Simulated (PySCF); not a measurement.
**Fractional electron number in Ir²⁺ (iridium, charge +2)**

The 5d beta orbital of [Xe] 4f14 5d7 is emptied in steps (occupation f), with all orbitals relaxed, ending at [Xe] 4f14 5d6. Calculation: PySCF 2.14, in def2-SVP with the def2 core potential (60 electrons); a scalar-relativistic core potential. The exact energy is a straight line in f; departures are measured from the line between the end points of the same method.

| f | UHF (eV) | LDA (eV) | PBE (eV) |
| --- | --- | --- | --- |
| 1 | 0.000 | 0.000 | 0.000 |
| 0.9 | 0.105 | -0.532 | -0.522 |
| 0.7 | 0.236 | -1.249 | -1.225 |
| 0.5 | 0.272 | -1.496 | -1.465 |
| 0.3 | 0.222 | -1.264 | -1.235 |
| 0.1 | 0.092 | -0.544 | -0.531 |
| 0 | 0.000 | 0.000 | 0.000 |

**Question.** For UHF, how does the orbital energy at f = 1 compare with the removal energy?

**Answer.** −ε = 28.703 eV against a total-energy difference of 27.521 eV. By Janak's theorem ε = ∂E/∂f, so the gap between them reflects the curvature. Along the path −ε is 28.433 (f = 0.9), 27.933 (f = 0.7), 27.479 (f = 0.5), 27.066 (f = 0.3), 26.688 (f = 0.1) eV.

```
method  E(f=0) − E(f=1) (eV)  −ε at f=1 (eV)  −ε at f=0.5 (eV)
   UHF                27.521          28.703            27.479
   LDA                29.504          23.618            29.459
   PBE                29.340          23.555            29.309
```

Reference removal energy between the ground levels: 28 ± 1.6 eV (theoretical estimate listed by NIST; NIST Atomic Spectra Database, ionization energies). The calculation has no spin-orbit coupling. The determinant left behind need not be the lowest term of the ion. UHF lacks correlation.
